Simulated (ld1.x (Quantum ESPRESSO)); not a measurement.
# gold (Au): from the effect back to the setting (TM)

Base potential:

Au (Z = 79), norm-conserving Troullier–Martins (Kleinman–Bylander form), made with ld1.x (Quantum ESPRESSO) 7.5 (LDA (PZ), scalar-relativistic). Core [Kr] 4d10 4f14, reference 5s2 5p6 5d9.5 6s0 6p0 (charge +1.5). Waves: 5s (bound): rc 1.30 bohr; 5p (bound): rc 1.25 bohr; 5d (bound): rc 1.70 bohr. Local part: all-electron potential smoothed inside 1.10 bohr (lloc = -1). Core correction: Bessel-smoothed model core inside 0.90 bohr.

Cutoffs, loose and tight: the cutoffs (Ry, on a coarse ladder) from which the occupation-weighted sum of valence levels, in a spherical-Bessel basis at the reference potential, stays within 10 and 1 mRy of its value at 400 Ry. They do not see the model core or the augmentation charge, which bear on the density cutoff. Test errors are all-electron minus pseudo excitation energies from the reference, over the configurations 5s2 5p6 5d10 6s1 6p0; 5s2 5p6 5d10 6s0 6p0; 5s2 5p6 5d9 6s0 6p0; 5s2 5p6 5d9 6s1 6p1; 5s2 5p6 5d7 6s0 6p0; 5s2 5p5 5d10 6s1 6p0; 5s2 5p6 5d9 6s2 6p0 (two spin-polarised tests are not counted in the largest error); variants that change the core or the reference have their own tests. The largest error is taken over the tests solved by every variant that gives reliable tests at all, those not shown here included: 5s2 5p6 5d10 6s0 6p0; 5s2 5p6 5d7 6s0 6p0; 5s2 5p6 5d9 6s0 6p0.

Only the scale of all radii but the core radius (base = 1) is moved (1 further runs of the sweep failed or gave no value and are left out):

```csv
scale of all radii but the core radius (base = 1),"cutoff, loose","cutoff, tight",bound ghosts,largest test error (meV)
0.83,160 Ry,260 Ry,s,-5.4
0.99,120 Ry,200 Ry,s,-9.6 over the solved tests; 5 of 9 tests not solved or not reliable
1.05,110 Ry,160 Ry,s,-12
1.17,70 Ry,110 Ry,none,-12
1.22,70 Ry,100 Ry,none,-8.4
1.29,55 Ry,80 Ry,none,-5.3
1.4,45 Ry,70 Ry,none,-21
```

**Question.** One more run gave cutoff, loose: 140 Ry; cutoff, tight: 230 Ry; bound ghosts: s; largest test error (meV): -9.5. Which value of the scale of all radii but the core radius (base = 1) was used?

**Answer.** 0.91. The tight cutoff moves one way along this sweep, from 260 Ry at 0.83 to 70 Ry at 1.4, which places the run between 0.83 and 0.99.
